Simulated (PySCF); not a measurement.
From results back to the method.

Compound: C4H12SSi.
SMILES with atom numbers: `[CH3:1][CH:2]([CH3:3])[CH2:4][S:5][SiH3:6]` (hydrogens: H7, H8, H9 on C1; H10 on C2; H11, H12, H13 on C3; H14, H15 on C4; H16, H17, H18 on Si6)

The closed-shell ground state was solved 6 times with PySCF (density fitting, gas phase), always with PBE0, in these basis sets: 6-311+G(2d,p), 6-31G, 6-31G*, STO-3G, aug-cc-pVDZ and pcSseg-0. Isolated species at its PBE0-D3(BJ)/def2-SVP geometry (one conformer only).

```json
{"row": "P", "total energy (Eh)": "-845.7112", "HOMO (eV)": "-7.00", "LUMO (eV)": "0.30", "dipole (D)": "2.02"}
{"row": "Q", "total energy (Eh)": "-837.2914", "HOMO (eV)": "-3.22", "LUMO (eV)": "6.05", "dipole (D)": "0.98"}
{"row": "R", "total energy (Eh)": "-846.7523", "HOMO (eV)": "-6.74", "LUMO (eV)": "0.27", "dipole (D)": "2.03"}
{"row": "S", "total energy (Eh)": "-846.9575", "HOMO (eV)": "-6.89", "LUMO (eV)": "-0.10", "dipole (D)": "1.61"}
{"row": "T", "total energy (Eh)": "-846.9108", "HOMO (eV)": "-6.87", "LUMO (eV)": "-0.19", "dipole (D)": "1.62"}
{"row": "U", "total energy (Eh)": "-846.8501", "HOMO (eV)": "-6.77", "LUMO (eV)": "0.36", "dipole (D)": "1.77"}
```

Task: Which basis belongs to which row?

Result: P = pcSseg-0, Q = STO-3G, R = 6-31G, S = 6-311+G(2d,p), T = aug-cc-pVDZ, U = 6-31G*. From the lowest total energy up: 6-311+G(2d,p) (250 functions) 0 eV; aug-cc-pVDZ (254 functions) +1.27 eV; 6-31G* (116 functions) +2.92 eV; 6-31G (86 functions) +5.58 eV; pcSseg-0 (86 functions) +33.92 eV; STO-3G (50 functions) +263.03 eV.

Conformer computed: `[CH3:1][CH:2]([CH3:3])[CH2:4][S:5][SiH3:6]`: C1–C2–C4–S5 63°, C2–C4–S5–Si6 -103°.
